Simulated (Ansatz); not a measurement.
Relaxation of AlCu2⁺ with UKS PBE-D4/def2-TZVP.

```sh
$ ansatz run in.yaml --threads 2 --pin off --events-out ev --progress --plain --max-ram 4352MiB
```

```yaml
crystal:
  periodic: [false, false, false]
  atoms:
    - {symbol: Cu, position_ang: [-2.058400, -0.542945, -0.859728]}
    - {symbol: Cu, position_ang: [2.058385, 0.542981, 0.859728]}
    - {symbol: Al, position_ang: [0.000005, -0.000036, 0.000000]}
basis:
  gaussian: {orbitals: def2-TZVP}
total_charge: 1
magnetization: {spin_polarized: true, initial_magnetization: 2}
hamiltonian: {xc: pbe, dispersion: d4}
scf: {lower_state_search: "off"}
output: {orbitals: {seedname: orbitals}}
relax: {f_tol: 0.02, max_steps: 100}
```

Run time 26 s (2 threads of Arm Neoverse V2 on a shared host).

Positions (Å) and forces (eV/Å) at steps 1, 2, 3, 4, 5, 6, 7, 8, 9, 10, 12 of 12:

```xyz
3
step=1 energy=-95853.9366 eV
Cu   -2.058   -0.543   -0.860   -0.769    0.195   -0.286
Cu    2.058    0.543    0.860    0.576    0.550    0.276
Al    0.000    0.000    0.000    0.192   -0.745    0.010
3
step=2 energy=-95854.2143 eV
Cu   -2.132   -0.461   -0.881   -0.333    0.276   -0.107
Cu    2.083    0.650    0.879    0.157    0.405    0.098
Al    0.049   -0.189    0.002    0.176   -0.681    0.009
3
step=3 energy=-95854.3978 eV
Cu   -2.163   -0.369   -0.886   -0.019    0.257    0.015
Cu    2.066    0.747    0.881   -0.108    0.234   -0.022
Al    0.098   -0.378    0.005    0.127   -0.492    0.006
3
step=4 energy=-95854.5450 eV
Cu   -2.108   -0.251   -0.854    0.065    0.203    0.044
Cu    1.961    0.822    0.846   -0.155    0.146   -0.048
Al    0.148   -0.571    0.007    0.090   -0.349    0.005
3
step=5 energy=-95854.6603 eV
Cu   -2.029   -0.130   -0.811    0.173    0.124    0.079
Cu    1.833    0.889    0.802   -0.211    0.023   -0.081
Al    0.196   -0.760    0.010    0.038   -0.147    0.002
3
step=6 energy=-95854.7613 eV
Cu   -1.898    0.001   -0.748    0.249    0.050    0.102
Cu    1.655    0.938    0.736   -0.241   -0.079   -0.102
Al    0.243   -0.940    0.012   -0.008    0.030    0.000
3
step=7 energy=-95854.8537 eV
Cu   -1.749    0.107   -0.680    0.266    0.034    0.108
Cu    1.474    0.957    0.666   -0.248   -0.101   -0.107
Al    0.275   -1.064    0.014   -0.017    0.067   -0.001
3
step=8 energy=-95854.9559 eV
Cu   -1.595    0.204   -0.611    0.328    0.027    0.132
Cu    1.293    0.966    0.596   -0.299   -0.139   -0.130
Al    0.302   -1.170    0.015   -0.029    0.112   -0.001
3
step=9 energy=-95855.0813 eV
Cu   -1.438    0.287   -0.542    0.341    0.046    0.139
Cu    1.116    0.961    0.525   -0.320   -0.128   -0.138
Al    0.322   -1.248    0.016   -0.021    0.082   -0.001
3
step=10 energy=-95855.1500 eV
Cu   -1.273    0.366   -0.470   -0.161   -0.055   -0.068
Cu    0.934    0.949    0.452    0.167    0.032    0.069
Al    0.340   -1.315    0.017   -0.006    0.023    0.000
3
step=12 energy=-95855.1559 eV
Cu   -1.301    0.352   -0.482    0.002   -0.002    0.001
Cu    0.965    0.950    0.465   -0.001   -0.003   -0.001
Al    0.336   -1.302    0.017   -0.001    0.005    0.000
```

At PBE-D4/def2-TZVP a singlet of charge 1 lies 1.10 eV below the triplet, each at its own geometry. The structure comes from a short search, and lower isomers may exist.
